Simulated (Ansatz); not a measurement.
Computed with Ansatz on PBE0-D4/def2-TZVP structures; ΔE is electronic, products minus reactants. CBS: MP2 limit from def2 TZ/QZ plus the TZ coupled-cluster correction, frozen cores. Functionals use def2-TZVPP. Elements past krypton have def2 core potentials. For Ga, Sn outer-core shells are correlated without core-valence functions, which leaves a few kJ/mol of doubt a bond. Scalar relativity is left out up to krypton. One conformer a species, not always the lowest.

Consider the redistribution: `C[CH2][GaH][NH2]` + `[SiH3][O][Sn][Cl]` → `[NH2][GaH][O][SiH3]` + `C[CH2][Sn][Cl]`.

```csv
level,ΔE (kJ/mol)
ωB97M-V,31.7
r2SCANh,30.8
```

What does CCSD(T)/CBS give? (An estimate is asked.)

The calculation gave: +33.8 kJ/mol. The listed levels differ from it by -2.1, -3.0 kJ/mol.

Largest T1 diagnostic among the species: 0.015.

From PBE to PBE0 (25 % exact exchange), in def2-TZVPP and without D4, ΔE moves by −7.5 kJ/mol. At CCSD(T), def2-SVP lies −14.2 kJ/mol from the extrapolated value and def2-TZVPP −9.6 kJ/mol. Leaving LDA and LC-ωPBE aside and taking each functional with its dispersion term where it has one, the values, not all of them listed here, spread over 15.3 kJ/mol, from PBE-QIDH to BLYP-D4.
